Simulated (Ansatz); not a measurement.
One change: `BBC` becomes `CB[BH][AlH][NH2]`.

Ansatz, PBE0-D4/def2-TZVP geometries, multiplicity 1. Each molecule was computed in one conformer, which needn't be the lowest.

```tsv
property	`BBC`
size of the dipole moment (PBE/def2-TZVPP) / D	0.80
size of the dipole moment (ωB97M-V/def2-TZVPP) / D	0.70
HOMO energy (B3LYP/def2-TZVPP) / eV	-7.84
LUMO energy (ωB97M-V/def2-TZVPP) / eV	0.35
LUMO energy (PBE/def2-TZVPP) / eV	-2.56
LUMO energy (B3LYP/def2-TZVPP) / eV	-1.78
```

(1) What does the change do to each property? (Estimate.)

## Answers

(1) Ansatz gave: 
```csv
property,`CB[BH][AlH][NH2]`,shift
size of the dipole moment (PBE/def2-TZVPP) / D,0.81,0.01
size of the dipole moment (ωB97M-V/def2-TZVPP) / D,0.74,0.04
HOMO energy (B3LYP/def2-TZVPP) / eV,-6.38,1.46
LUMO energy (ωB97M-V/def2-TZVPP) / eV,0.69,0.34
LUMO energy (PBE/def2-TZVPP) / eV,-1.90,0.66
LUMO energy (B3LYP/def2-TZVPP) / eV,-1.26,0.52
```

With PBE0 the HOMO rises by 1.41 eV and the LUMO rises by 0.44 eV, so the gap narrows by about 0.97 eV. PBE moves the HOMO by 1.12 eV and ωB97M-V by 1.62 eV. The zero-point energy changes by 70.0 kJ/mol with +12 modes. Dipoles are sizes alone; their direction can turn.

B3LYP here is the variant with VWN-RPA as its local correlation; programs differ in this.
